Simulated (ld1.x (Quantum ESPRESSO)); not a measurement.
The numbers below are computed, except where a source is named.
# Pseudopotentials across the periodic table

Generated with ld1.x 7.5 (TM, RRKJ, ultrasoft, PAW), atompaw 4.2 or ONCVPSP 4.0.1. The cutoff is in Ry: for ld1.x and atompaw files where the sum of valence levels is converged to 10 mRy in a Bessel basis, for ONCV files where the hardest occupied wave has 1 mHa per electron of residual kinetic energy. The error is the largest all-electron minus pseudo excitation energy over each file’s own four to seven test configurations (ionisations up to +4, promotions, holes and added fractions of an electron), all of which were solved. The labels leave out finer settings (local radius, basis sizes, second energies), which also bear on the numbers. Spin-polarised tests are not counted. The rows are a selection from randomly drawn settings: files with unsolved tests, undetermined cutoffs or missed reference levels are left out.

A true bound ghost makes a file unfit for plane-wave use even where its test errors are small: the radial tests pick states by their node count and pass the ghost by.

```csv
element,potential,cutoff (Ry),largest error (meV),bound ghosts
Li,"TM, LDA (PZ), scalar-relativistic, rc 2.45/4.20 (sp), local smoothed, core correction yes, reference 2s1 2p0",6,-4.6,none
Be,"PAW, LDA (PZ), non-relativistic, rc 2.15/3.65 (sp), local smoothed, core correction yes, reference 2s2 2p0",6,+11,none
Sn,"TM semilocal, PBE, scalar-relativistic, rc 1.70/2.40/2.45 (spd), local p, core correction yes, reference 5s2 5p2",25,-334,none
Te,"TM, PBE, scalar-relativistic, rc 1.45/2.35 (sp), local smoothed, core correction no, reference 5s1.5 5p4.5",40,+63,d
```

Fill in the row for Rh: TM, PBE, scalar-relativistic, rc 2.85/1.00/1.30 (spd), local d, core correction no, reference 4p6 4d8 5s1 5p0.

cutoff 140 Ry, largest error +49 meV, bound ghosts: s.

Fill in the row for Pb: TM, PBE, scalar-relativistic, rc 1.95/2.65/2.10 (spd), local smoothed, core correction yes, reference 5d10 6s1.5 6p2.5.

cutoff 50 Ry, largest error -17 meV, bound ghosts: s.
